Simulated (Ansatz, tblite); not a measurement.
Isomers of Ge₆N (doublet), found by a short tight-binding search and relaxed with PBE-D4/def2-SVP in Ansatz.

The xTB rows come from tblite.

Run but left out: HF/def2-SVP, MP2/def2-SVP (B: ⟨S²⟩ 1.27, where a pure state has 0.75); MP2/def2-SVP (D: ⟨S²⟩ 0.93, where a pure state has 0.75).

Other spin states weren't relaxed.

A:

```xyz
7

N     0.4974   -0.4696   -0.1080
Ge   -1.1239   -1.6451    0.8594
Ge    0.6426    0.8566   -1.8866
Ge    0.5380   -0.1698    2.0949
Ge   -1.0598   -1.0103   -1.6017
Ge    1.6290    1.3777    0.3981
Ge   -1.1233    1.0606    0.2440
```

B:

```xyz
7

N     1.470    0.017    0.967
Ge    0.745   -1.580    1.399
Ge    2.239    1.594    0.580
Ge   -0.920   -1.418   -0.690
Ge   -1.436    1.243   -0.982
Ge    0.902    0.442   -1.295
Ge   -3.000   -0.297    0.020
```

C:

```csv
atom,x (Å),y (Å),z (Å)
N1,0.083,-1.141,0.442
Ge2,1.176,1.783,0.805
Ge3,-1.723,-0.211,0.256
Ge4,-0.708,-2.172,-1.030
Ge5,0.431,0.233,-1.342
Ge6,1.893,-0.707,0.844
Ge7,-1.151,2.215,0.024
```

D:

```
atom   x (Å)   y (Å)   z (Å)
  N1  -0.780   0.269  -0.322
 Ge2  -0.115  -1.735   0.411
 Ge3  -1.477  -0.835  -1.763
 Ge4  -0.894   0.424   1.764
 Ge5   1.740   0.116   1.328
 Ge6   0.387   1.982  -0.061
 Ge7   1.140  -0.222  -1.357
```

**Question.** Estimate which lies lowest at each level, and how far above it the others are (kJ/mol).

**Answer.** 
| level | A | B | C | D |
| --- | --- | --- | --- | --- |
| GFN1-xTB | 0.0 | 54.3 | 35.3 | 63.0 |
| GFN2-xTB | 0.0 | 57.6 | 1.3 | 12.4 |
| PBE-D4/def2-SVP | 21.5 | 80.8 | 0.0 | 38.7 |
| PBE-D4/def2-TZVP | 16.4 | 84.9 | 0.0 | 40.2 |
| r2SCAN-D4/def2-TZVP | 30.7 | 85.1 | 0.0 | 47.8 |
| r2SCANh-D4/def2-TZVP | 34.8 | 89.6 | 0.0 | 48.3 |
| PBE0-D4/def2-SVP | 39.1 | 92.1 | 0.0 | 42.6 |
| PBE0-D4/def2-TZVP | 33.9 | 96.5 | 0.0 | 43.7 |
Point groups (tolerance 0.1 Å): A C5v, B not assigned, C not assigned, D Cs. Lower isomers may exist.
